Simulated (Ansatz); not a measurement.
Cartesian coordinates in Å:
```
C 0.9114 1.3697 -1.1023
O 0.2639 0.3556 -0.3195
B 0.3990 -1.0256 -0.4884
F 1.1982 -1.4250 -1.4605
Si -0.7824 -1.8670 0.9443
Al -1.0341 0.5509 1.2572
H 1.5157 1.9790 -0.4313
H 1.5371 0.9038 -1.8610
H 0.1393 1.9810 -1.5677
H -1.8167 -2.7183 0.2927
H 0.0539 -2.7216 1.8328
H -0.1284 1.3066 2.3282
H -2.2570 1.3111 0.5755
```

Charge 0, multiplicity 1. The bonds changed during the relaxation, so this is another structure than the one it started from.

**Question.** List the PBE0/def2-TZVPP orbital energies in eV (Ansatz 0.2.0). (Estimate.)

**Answer.** Ansatz gave: Occupied: -1801.83, -1527.29, -674.91, -525.13, -280.56, -187.25, -144.24, -113.14, -98.91, -98.89, -98.86, -73.23, -73.10, -73.06, -34.66, -30.68, -21.10, -16.77, -15.86, -15.43, -14.50, -13.96, -13.42, -12.97, -11.80, -10.70, -10.11, -9.56, -8.96, -7.96, -6.73. Lowest empty: -1.11, -0.21, 0.56, 0.64, 1.27, 1.31, 1.79, 2.00.
